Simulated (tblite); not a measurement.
A tight-binding relaxation on `C/C=C(/C#N)O[SiH2]COC`.

Computed with GFN2-xTB geometry optimisation, gas phase (tblite 0.8.0). Start geometry: from a force field or distance geometry. A driver script takes a list of jobs; this job's settings line and coordinates (Å) are shown.

Command:
```bash
OMP_NUM_THREADS=1 python probes_run.py task.json out
```

Input:
```
{"job": {"kind": "relax", "xc": "GFN2-xTB", "basis": "xTB"}, "charge": 0, "multiplicity": 1}
C     -3.338900    -1.335400     0.302400
C     -3.242700     0.097800    -0.071900
C     -2.098800     0.778000     0.041600
C     -2.034100     2.175600    -0.333900
N     -1.978800     3.284500    -0.608100
O     -0.926900     0.182800     0.505700
Si     0.491200     0.645100    -0.436700
C      2.086000     0.184200     0.418300
O      2.913900    -0.570500    -0.446900
C      4.076200    -0.894000     0.220100
H     -4.304900    -1.422600     0.898600
H     -3.501400    -1.974500    -0.592200
H     -2.552700    -1.695200     0.981300
H     -4.101400     0.642600    -0.439800
H      0.398900     0.060100    -1.781900
H      0.404100     2.110400    -0.604100
H      1.808800    -0.437500     1.309400
H      2.671200     1.050100     0.757100
H      3.893700    -1.493100     1.130100
H      4.565200     0.061500     0.532600
H      4.762400    -1.433100    -0.472800
```

Question: What does the run print?

Answer: 
```
step      E/eV     max force
  0    -848.72552    2.301
  1    -848.93450    2.316
  2    -848.87978    5.975
  3    -849.07468    0.636
  4    -849.10151    0.467
  5    -849.14458    0.442
  6    -849.15865    0.353
  7    -849.18089    0.372
  8    -849.19481    0.241
  9    -849.20704    0.272
... (246 lines left out)
256    -849.44211    0.045
257    -849.44229    0.029
258    -849.44247    0.023
259    -849.44266    0.024
260    -849.44280    0.030
261    -849.44297    0.032
262    -849.44308    0.021
263    -849.44314    0.014
264    -849.44316    0.012
265    -849.44318    0.008
```

«max force» is the largest atomic force in eV/Å.

Question: From which step on does the largest force stay under 0.1 eV/Å, and how much energy is left to gain from there?

Answer: From step 213 (0.032 eV/Å), 8.5 meV above the end.

In short: energy lowered by 16.5 kcal/mol over 265 steps; largest atomic force 0.008 eV/Å at the end.

Question: Where do the atoms end?

Answer: 0.999 Å rms from the input after alignment:
```
atom  x, y, z in Å
C1    -3.1735   -1.0804    0.8875
C2    -3.1984    0.1668    0.0783
C3    -2.1002    0.7896   -0.3743
C4    -2.2337    1.9767   -1.1378
N5    -2.3478    2.9364   -1.7551
O6    -0.8517    0.3228   -0.1252
Si7    0.6121    0.9155   -0.5554
C8     1.7848   -0.3657    0.2066
O9     3.0816    0.1135   -0.0852
C10    4.1017   -0.7211    0.3980
H11   -3.6685   -0.9151    1.8442
H12   -3.7145   -1.8729    0.3704
H13   -2.1503   -1.4000    1.0639
H14   -4.1624    0.5933   -0.1572
H15    0.7455    0.9530   -2.0108
H16    0.8245    2.2395    0.0259
H17    1.6500   -1.3688   -0.2221
H18    1.6569   -0.4662    1.2935
H19    4.0422   -1.7210   -0.0508
H20    4.0463   -0.8238    1.4894
H21    5.0464   -0.2550    0.1249
```

Hardware: one thread of an Arm Neoverse V1, shared host. Cost: 2.5 s wall.
Labels such as C1 count atoms from 1, the log's own numbers from 0.
